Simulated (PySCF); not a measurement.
Species: C5H9NOSi2.
Geometry (GFN2-xTB, Å), atoms numbered from 1 in this order:
```xyz
18
C5H9NOSi2 angstrom
O      2.6275   -1.6107    0.2721
C      2.9759   -0.5026   -0.0785
N      2.1343    0.5071   -0.3103
C      0.7478    0.3656   -0.1644
C     -0.0292    1.4204   -0.4154
Si    -1.8965    1.4516   -0.2834
C     -2.5030   -0.2345    0.2582
C     -1.7140   -1.2768    0.5042
Si     0.1736   -1.3643    0.3860
H      4.0369   -0.2466   -0.2330
H      2.4882    1.4106   -0.6013
H      0.4517    2.3476   -0.7236
H     -2.4632    1.8166   -1.5943
H     -2.2902    2.4876    0.6888
H     -3.5783   -0.3445    0.3724
H     -2.1812   -2.2084    0.8132
H      0.4137   -2.3607   -0.6611
H      0.5974   -1.6516    1.7588
```

Probes without a nucleus sit at each ring's centroid and 1 Å off its mean plane on both sides; NICS is minus the shielding there, NICSzz its component along the normal. Level: GIAO PBE0/pcSseg-1 (PySCF, non-relativistic, gas phase) on the GFN2-xTB geometry, one conformer.

Ring bond lengths (Å), with Mayer bond orders in brackets: C4–C5 1.334 (1.85), C5–Si6 1.872 (0.90), Si6–C7 1.872 (0.92), C7–C8 1.330 (1.95), C8–Si9 1.893 (0.84), Si9–C4 1.904 (0.81).

Question: What do the NICS probes read (ppm)?

Answer: 
```
               ring                                                        type  NICS(0)  NICS(1), two faces  NICS(1)zz, two faces  rms pucker (Å)  centre to ring atoms, mean (Å)
C4–C5–Si6–C7–C8–Si9  6-membered ring with 2 Si; formal bonds 2 double, 4 single      0.5         -0.7 / -0.7             4.4 / 4.4            0.00                            1.70
```

Question: What do they say, and how far can they be read as aromaticity?

Answer: 
- C4–C5–Si6–C7–C8–Si9: mean NICS(1)zz 4.4 ppm, deshielded. Si6, Si9 have four or more neighbours, and the NICS criterion for π rings isn't applied.

Question: What is the mean of the two in-plane components of NICS at the first NICS(1) probe listed for ring C4–C5–Si6–C7–C8–Si9, 1 Å off the ring?

Answer: The isotropic value is a third of the trace: (3 × -0.7 − (4.4))/2 = -3.2 ppm.
